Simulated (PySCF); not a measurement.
Cl6Y2, SMILES [Cl][Y]12([Cl])[Y]([Cl]->2)(<-[Cl]1)([Cl])[Cl].

Coordinates come from a PBE0-D3(BJ)/def2-SVP optimisation. The multiplicity is an assumed one; other spin states were not compared. The def2 effective core potentials stand for the cores of Y; spin–orbit coupling is left out. One conformer was computed; it need not be the lowest.

Level of theory: PySCF with PBE/def2-SVP.

Symmetry labels are those of the subgroup D2h that the program uses (full group D2h).

Problem. List the valence orbital energies around the gap with their symmetry. (An estimate is asked for; the answer gives what the named calculation found.)

Solution. 
```json
[
 {"orbital": "HOMO−7", "symmetry": "B1u", "energy (eV)": "-8.20"},
 {"orbital": "HOMO−6", "symmetry": "Au", "energy (eV)": "-8.20"},
 {"orbital": "HOMO−5", "symmetry": "Ag", "energy (eV)": "-8.18"},
 {"orbital": "HOMO−4", "symmetry": "B1g", "energy (eV)": "-8.11"},
 {"orbital": "HOMO−3", "symmetry": "B2g", "energy (eV)": "-8.08"},
 {"orbital": "HOMO−2", "symmetry": "B3u", "energy (eV)": "-8.04"},
 {"orbital": "HOMO−1", "symmetry": "B3g", "energy (eV)": "-7.86"},
 {"orbital": "HOMO", "symmetry": "B2u", "energy (eV)": "-7.84"},
 {"orbital": "LUMO", "symmetry": "Ag", "energy (eV)": "-3.56"},
 {"orbital": "LUMO+1", "symmetry": "Au", "energy (eV)": "-2.61"},
 {"orbital": "LUMO+2", "symmetry": "B1u", "energy (eV)": "-2.48"},
 {"orbital": "LUMO+3", "symmetry": "B1g", "energy (eV)": "-2.17"}
]
```
